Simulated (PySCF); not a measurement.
Computed shifts of a molecule C4H3Cl2F, PySCF with PBE/pcSseg-1, GIAO, gas phase, atoms alike by connectivity averaged where their shifts nearly agree, in ppm (number of nuclei): ¹³C: 94.9 (1), 92.5 (1), 85.6 (1), 79.8 (1). ¹⁹F: -202.7 (1). ¹H: 6.21 (1), 5.68 (1), 2.70 (1). References: ¹³C against TMS (σ = 182.0 ppm); ¹⁹F against CFCl3 (σ = 133.6 ppm); ³⁵Cl against HCl (σ = 936.5 ppm); ¹H against TMS (σ = 31.49 ppm), references at their B3LYP-D3(BJ)/def2-TZVP geometries, non-relativistic (without spin–orbit terms, shifts of atoms bonded to Cl or Br come out too high). The structure is a stationary point at B3LYP-D3(BJ)/def2-SVP. The values are those of a single conformer.

Problem. Pick the molecule that these values belong to.
A. C#C[C@H](F)C(Cl)Cl
B. C=C(Cl)/C(F)=C\Cl
C. FC(Cl)=C=CCCl
D. C=C/C(Cl)=C(\F)Cl

Solution. A, C#C[C@H](F)C(Cl)Cl
